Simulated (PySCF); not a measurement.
Choosing a molecule for a target property.

Each SMILES stands for a single optimised conformer of the isolated species, non-relativistic unless stated; the electronic structure was computed with PySCF and density fitting.

Dipoles, sizes and rotational constants follow the conformer. The torsions of the flexible species, by atom-mapped SMILES:
- `[F:1][C:2]([F:3])([F:4])[C:5]([F:6])([F:7])[C@@H:8]1[CH:9]=[N:10]1`: F1–C2–C5–F6 -174°, C2–C5–C8–C9 33°
- `[CH2:1]=[C:2]=[C:3]=[CH:4][CH2:5][O:6][C:7]([F:8])([F:9])[F:10]`: C3–C4–C5–O6 7°, C4–C5–O6–C7 88°, C5–O6–C7–F8 -52°
- `[CH:1]#[C:2]/[CH:3]=[CH:4]/[C@@H:5]1[CH2:6][C@H:7]1[C:8]#[CH:9]`: C3–C4–C5–C6 -150°
- `[CH3:1][CH:2]=[C:3]=[CH:4][C:5](=[O:6])[C:7]([F:8])([F:9])[F:10]`: C3–C4–C5–O6 -179°, C4–C5–C7–F8 -179°

Question: Wanted: lowest triplet excitation (Tamm–Dancoff) below 3 eV (TDA PBE0/def2-SVPD) and lowest singlet excitation below 3.6 eV (TDDFT PBE0/def2-SVPD), at GFN2-xTB geometries. Which candidate meets both?
A. `FC(C(F)(F)[C@H]1N=C1)(F)F`
B. `C1=Cc2ccccc2C1`
C. `C=C=C=CCOC(F)(F)F`
D. `C#CC1=CC=C/C1=C/C`

Answer: D. Computed values:
| species | lowest triplet excitation (Tamm–Dancoff) | lowest singlet excitation |
| --- | --- | --- |
| C#CC1=CC=C/C1=C/C | 1.99 eV | 3.09 eV |
| C=C=C=CCOC(F)(F)F | 2.70 eV | 4.19 eV |
| C1=Cc2ccccc2C1 | 3.30 eV | 4.91 eV |
| FC(C(F)(F)[C@H]1N=C1)(F)F | 4.43 eV | 5.25 eV |

Question: Wanted: HOMO energy between -6.5 eV and -6.2 eV (PBE0/def2-SVPD) and static isotropic polarisability above 70 au (PBE0/def2-SVPD), at GFN2-xTB geometries. Which candidate meets both?
A. `C#CC1=CC=C/C1=C/C`
B. `CC=C=CC(=O)C(F)(F)F`
C. `C=C=C=CCOC(F)(F)F`
D. `C1=Cc2ccccc2C1`
E. `FC(F)(F)C(F)(F)[C@@H]1C=N1`
F. `C#C/C=C/[C@@H]1C[C@H]1C#C`

Answer: D. Computed values:
| species | HOMO energy | static isotropic polarisability |
| --- | --- | --- |
| FC(F)(F)C(F)(F)[C@@H]1C=N1 | -8.84 eV | 53.7 au |
| CC=C=CC(=O)C(F)(F)F | -7.98 eV | 82.1 au |
| C=C=C=CCOC(F)(F)F | -7.17 eV | 87.5 au |
| C#C/C=C/[C@@H]1C[C@H]1C#C | -6.65 eV | 112.4 au |
| C1=Cc2ccccc2C1 | -6.33 eV | 99.8 au |
| C#CC1=CC=C/C1=C/C | -6.06 eV | 110.4 au |

Question: Wanted: HOMO–LUMO gap below 5 eV (PBE0/def2-SVPD) and dipole moment below 2.8 D (PBE0/def2-SVPD), at GFN2-xTB geometries. Which candidate meets both?
A. `FC(C(F)(F)[C@H]1N=C1)(F)F`
B. `C1=Cc2ccccc2C1`
C. `C=C=C=CCOC(F)(F)F`
D. `C#CC1=CC=C/C1=C/C`

Answer: D. Computed values:
| species | HOMO–LUMO gap | dipole moment |
| --- | --- | --- |
| C#CC1=CC=C/C1=C/C | 3.97 eV | 1.49 D |
| C=C=C=CCOC(F)(F)F | 5.40 eV | 2.55 D |
| C1=Cc2ccccc2C1 | 5.64 eV | 0.74 D |
| FC(C(F)(F)[C@H]1N=C1)(F)F | 7.31 eV | 3.08 D |

Question: Wanted: smallest rotational constant below 0.7 GHz (GFN2-xTB) and electronic spatial extent ⟨r²⟩ about the centre of nuclear charge above 1100 bohr² (PBE0/def2-SVPD), at GFN2-xTB geometries. Which candidate meets both?
A. `C1=CC=C2CC=CC2=C1`
B. `C=C=C=CCOC(F)(F)F`
C. `C1=C/C(=C/C)C(C#C)=C1`
D. `C#C/C=C/[C@@H]1C[C@H]1C#C`

Answer: D. Computed values:
| species | smallest rotational constant | electronic spatial extent ⟨r²⟩ about the centre of nuclear charge |
| --- | --- | --- |
| C#C/C=C/[C@@H]1C[C@H]1C#C | 0.597 GHz | 1815 bohr² |
| C=C=C=CCOC(F)(F)F | 0.733 GHz | 1521 bohr² |
| C1=C/C(=C/C)C(C#C)=C1 | 0.978 GHz | 1180 bohr² |
| C1=CC=C2CC=CC2=C1 | 1.141 GHz | 1034 bohr² |
